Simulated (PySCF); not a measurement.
B²⁺: excitation energy

B²⁺ [He] 2s1 (2S) → B²⁺ [He] 2p1 (2P), as a difference of total energies. Computed with PySCF 2.14 in x2c-TZVPPall with one added diffuse shell each of s, p, d type (6s4p3d1f, 40 functions), with scalar relativity by spin-free X2C-1e. Correlated levels: valence and next inner shell: nothing frozen. The calculations carry no spin-orbit coupling.

| method | excitation energy (eV) |
| --- | --- |
| UHF | 6.053 |
| LDA | 5.362 |
| PBE | 5.297 |
| PBE0 | 5.488 |
| r2SCAN | 5.374 |
| PBEsol | 5.327 |
| revPBE | 5.275 |
| wB97X | 5.345 |
| CAM-B3LYP | 5.532 |
| MP2 (valence and next inner shell) | 6.033 |
| SCS-MP2 (valence and next inner shell) | 6.040 |
